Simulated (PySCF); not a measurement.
# Computed records: CH$_{2}$BClO

All values are calculated (PySCF 2.14.0). Calculation on a computer-drawn molecule: optimised geometry and harmonic frequencies of an isolated molecule of the commonest isotopes, restricted reference for singlets and unrestricted otherwise, frozen core in MP2.

CH$_{2}$BClO

Start structure:
```xyz
6
CH2BClO
O     -1.1524     1.4887    -0.5523
C     -1.2624     1.3818    -1.9556
B     -0.9339     2.3079    -3.0067
Cl    -0.7488     3.3036    -4.3396
H     -0.7883     2.4102    -0.3314
H     -1.6077     0.4214    -2.2208
```

| Quantity | Value |
| --- | --- |
| charge | 0 |
| multiplicity | 1 |
| method | HF |
| basis | cc-pV(D+d)Z |
| rotational constants | 58.64, 2.221, 2.14 GHz |
| total energy | -598.0412 hartree |
| convergence status largest gradient component | 1.701e-05 hartree/bohr |

Drawn bonds:
```tsv
atom	other atom	order
1	2	1
2	3	2
3	4	1
1	5	1
2	6	1
```

Optimised structure:
```xyz
6
CH2BClO
O     -1.1228     1.5171    -0.5786
C     -1.2422     1.4093    -1.9373
B     -0.9947     2.2903    -2.9837
Cl    -0.7224     3.2929    -4.3328
H     -0.8064     2.3754    -0.3437
H     -1.6050     0.4286    -2.2303
```

Modes:
```tsv
frequency (cm⁻¹)	reduced mass (dalton)
165.5	5.91
221.1	1.302
251.7	4.758
520.6	9.063
704.2	6.297
770.8	1.596
1186	8.436
1259	1.145
1466	1.241
1813	6.657
3316	1.084
4167	1.067
```
